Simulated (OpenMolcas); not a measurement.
Tc5+ (d2) among equal point charges was computed by CASSCF with the d shell active (OpenMolcas, ANO-RCC-VDZP on the metal). Its lowest spin-free states, and all those of the highest spin:

```json
{"2S+1": "3", "Degeneracy": "3", "E (cm-1)": "0.0"}
{"2S+1": "3", "Degeneracy": "3", "E (cm-1)": "5587"}
{"2S+1": "3", "Degeneracy": "1", "E (cm-1)": "12118"}
{"2S+1": "1", "Degeneracy": "3", "E (cm-1)": "13627"}
{"2S+1": "1", "Degeneracy": "2", "E (cm-1)": "14284"}
{"2S+1": "3", "Degeneracy": "3", "E (cm-1)": "18773"}
{"2S+1": "1", "Degeneracy": "3", "E (cm-1)": "22266"}
{"2S+1": "1", "Degeneracy": "1", "E (cm-1)": "24277"}
{"2S+1": "1", "Degeneracy": "3", "E (cm-1)": "24565"}
{"2S+1": "1", "Degeneracy": "2", "E (cm-1)": "28303"}
{"2S+1": "1", "Degeneracy": "1", "E (cm-1)": "53375"}
```

Question: Is the site octahedral, tetrahedral or cube-like, axial, or of lower symmetry?

Answer: The states with 2S+1 = 3 have orbital degeneracies 3, 3, 1, 3. Threefold states need a cubic site. For d2 at this spin an octahedron puts the threefold T1 below the threefold T2 and a tetrahedron or cube puts the single A2 below the threefold T2, so the site is octahedral. The run had Tc5+ among 6 point charges of -1.7 e arranged as an octahedron (Oh), 2.01 Å from the ion.

An orbital triplet at a regular site is open to Jahn-Teller coupling, which can distort the site and quench the lowest spin-orbit gaps and is left out. Without dynamic correlation the repulsion within the d shell is too large (B by tens of per cent), so at a given field states of lower spin stand too high. This field is weak: 10Dq is about 6611 cm-1, while octahedral complexes of 4d ions of charge 3 and more, computed by the same method with explicit ligands, had a median near 25000 cm-1. Ground spin and moment need not be those of a real site. Point charges carry no covalency, so the field is a model and not that of real ligands. No measured value stands beside these numbers.
